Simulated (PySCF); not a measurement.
## Field gradients at the hydrogen positions

Species: C2H13FSi5.
SMILES with atom numbers: `[CH3:1][CH2:2][Si:3]1([F:4])[SiH2:5][SiH2:6][SiH2:7][SiH2:8]1` (hydrogens: H9, H10, H11 on C1; H12, H13 on C2; H14, H15 on Si5; H16, H17 on Si6; H18, H19 on Si7; H20, H21 on Si8)

Cartesian coordinates in Å at the GFN2-xTB level; atoms count from 1:
```xyz
21
C2H13FSi5 angstrom
C      2.647    0.373    0.962
C      2.486   -0.143   -0.462
Si     0.652   -0.304   -0.966
F      0.745   -0.790   -2.529
Si    -0.566    1.698   -0.963
Si    -2.664    1.168   -0.082
Si    -2.571   -0.999    0.798
Si    -0.533   -1.966    0.186
H      2.204    1.362    1.065
H      2.157   -0.294    1.670
H      3.698    0.443    1.235
H      2.981   -1.113   -0.550
H      3.006    0.529   -1.148
H     -0.639    2.347   -2.276
H      0.108    2.702   -0.122
H     -3.707    1.267   -1.112
H     -3.087    2.153    0.921
H     -2.713   -0.977    2.260
H     -3.714   -1.815    0.368
H     -0.719   -3.182   -0.614
H      0.217   -2.442    1.359
```

Level: PBE0/pcSseg-1 (PySCF, non-relativistic); Q(2H) = 0.00286 b; rigid geometry, the same for H and D, with no vibrational averaging.

**Question.** What are Vzz, η and χzz (234.96 MHz × Q × Vzz) at all hydrogens?

**Answer.** 
```
atom  bonded to  bond length (Å)  Vzz (au)     η  χzz (kHz)
  H9         C1            1.089    0.3114  0.02        209
 H10         C1            1.089    0.3117  0.03        209
 H11         C1            1.089    0.3133  0.02        211
 H12         C2            1.093    0.3086  0.02        207
 H13         C2            1.092    0.3091  0.02        208
 H14        Si5            1.467    0.1647  0.01        111
 H15        Si5            1.472    0.1612  0.01        108
 H16        Si6            1.469    0.1631  0.00        110
 H17        Si6            1.468    0.1639  0.00        110
 H18        Si7            1.469    0.1633  0.00        110
 H19        Si7            1.468    0.1638  0.00        110
 H20        Si8            1.467    0.1647  0.01        111
 H21        Si8            1.471    0.1619  0.01        109
```

**Question.** Average by the element that carries the hydrogen.

**Answer.** on C: 209 kHz over 5 positions, mean bond length 1.090 Å; on Si: 110 kHz over 8 positions, mean bond length 1.469 Å.

One conformer (not necessarily the lowest) at the GFN2-xTB geometry, without solvent, vibrations or thermal averaging. GFN2-xTB bond lengths can be off by several hundredths of an ångström, more for odd bonds, and the gradients follow them. With so small a basis the couplings can be 20 % off.

These values come from a run that also computed NMR shieldings. The run took 78 s of wall time (with the writing of density and orbital grids) on one thread of an Arm Neoverse V1 (shared host), and the process peaked at 1.1 GiB of memory.
